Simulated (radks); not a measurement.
Task: Neutral rhenium, [Xe] 4f14 5d5 6s2. Calculated with a radial shooting solver on a logarithmic mesh with Libxc functionals: non-relativistic Kohn-Sham, LDA (Slater exchange, Perdew-Wang correlation), spin-polarised, spherical densities, point nucleus. Every spin shell is full or empty, so the densities are truly spherical. Functionals are evaluated on that one density, not self-consistently. Rank these orbital-free kinetic functionals by their error against the exact value of the orbitals, and give that value: Thomas-Fermi, von Weizsacker, TF + vW, TF + vW/9, TF + vW/5, LC94, APBEK, revAPBEK, Perdew 92, Thakkar, Pearson, LKT, PG1, DePristo-Kress, Ernzerhof.

Result: Exact: 15774.7 hartree. From best to worst, with 100 (|E| - |E exact|)/|E exact| (equal figures are ties): APBEK +0.01, LC94 -0.02, revAPBEK +0.15, DePristo-Kress -0.23, Ernzerhof -0.51, Perdew 92 -0.72, TF + vW/9 -0.73, Thakkar -0.80, Pearson -0.89, TF + vW/5 +2.49, Thomas-Fermi -4.75, PG1 +12.68, LKT +16.26, TF + vW +31.43, von Weizsacker -63.82.
